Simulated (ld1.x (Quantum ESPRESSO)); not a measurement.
Sm (Z = 62): excitation energies, all-electron against TM

Sm, norm-conserving Troullier–Martins (Kleinman–Bylander form), made with ld1.x (Quantum ESPRESSO) 7.5 (PW91, scalar-relativistic). Core [Kr] 4d10 4f6, reference 5s2 5p6 5d0 6s1 6p0 (charge +1). Waves: 5p (bound): rc 2.55 bohr; 5d (bound, empty): rc 2.75 bohr; 5s (bound): rc 1.90 bohr. Local part: the s channel. Core correction: none.

Occupied shells without a wave of their own: 6s. They enter only through the test configuration that unscreens the potential.

Energies are relative to the spin-unpolarised reference configuration 5s2 5p6 5d0 6s1 6p0; without spin polarisation the order of configurations can differ from experiment.

| valence configuration | charge | ΔE all-electron (eV) | error AE − PS (meV) |
| --- | --- | --- | --- |
| 5s2 5p6 5d0 6s2 6p0 | 0 | -5.980 | +276 |
| 5s2 5p6 5d0 6s0 6p1 | +1 | 3.135 | -364 |
| 5s1 5p6 5d0 6s2 6p0 | +1 | 42.801 | +275 |
| 5s2 5p6 5d1 6s1 6p0 | 0 | -3.977 | -29 |
| 5s2 5p6 5d0 6s0 6p2 | 0 | -0.947 | -248 |

Question: What are ΔE and the potential's error for 5s2 5p6 5d0 6s1.5 6p0?

Answer: ΔE = -3.594 eV all-electron; the error (AE − PS) is +163 meV.

Question: What are ΔE and the potential's error for 5s2 5p6 5d0 6s0 6p0?

Answer: ΔE = 11.126 eV all-electron; the error (AE − PS) is -544 meV.

Levels in the configuration 5s2 5p6 5d0 6s0 6p1:

```tsv
level	all-electron (eV)	pseudo (eV)
5s	-50.751	-51.118
5p	-30.657	-30.973
6p	-5.974	-6.121
```

ld1.x printed “convergence not achieved” for 7 of the counted tests; their residual had stalled under 1e-8, short of the target of 1e-14. The 6s level has no wave, so the channel is fitted at the deeper level alone: the likely source of the large errors.

The potential misses its own reference levels by up to 0.4 eV.
